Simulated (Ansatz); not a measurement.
The cluster B2As, relaxed as a doublet with UKS PBE-D4/def2-TZVP in Ansatz, starting from the GFN2-xTB geometry. Force threshold 0.02 eV/Å.

The relaxation made no stability test and no search for a lower SCF solution. The structure comes from a short search, and lower isomers may exist.

Start:

```xyz
3

B     0.5519   -0.1166    1.2401
B     0.1326    0.6195   -1.2062
As   -0.6845   -0.5029   -0.0339
```

```tsv
step	energy (eV)	largest force component (eV/Å)	SCF passes
1	-62176.2087	3.135	20
2	-62176.3969	1.444	24
3	-62176.4952	0.368	29
4	-62176.8142	2.324	55
5	-62177.9638	3.381	70
6 (rejected)	-62177.4533	9.408	31
7	-62178.3519	0.459	30
8	-62178.3563	0.009	28
9	-62178.3563	0.001	17
10	-62178.3563	0.001	15
11	-62178.3563	0.002	15
12	-62178.3563	0.003	20
13	-62178.3563	0.006	21
14	-62178.3563	0.012	21
15	-62178.3564	0.025	31
16	-62178.3568	0.052	31
17	-62178.3581	0.105	33
18	-62178.4002	0.193	39
19	-62178.4017	0.072	30
20	-62178.4023	0.024	29
21	-62178.4024	0.004	31
```

Force components are those of the run's own axes.

End:

```xyz
3

B     0.5279    0.0974    0.7007
B     0.4406    0.6488   -0.7332
As   -0.9685   -0.7462    0.0325
```

Bonds formed: B1–B2 (atoms count from 1). The end is the same structure that another start reached, the lowest one found.

The force fell under the threshold at step 8, but the optimiser went on and released 0.046 eV more. No frequencies were taken in this run, so the end may be a saddle point.

Run time 15 s (4 threads of Arm Neoverse V1 on a shared host).
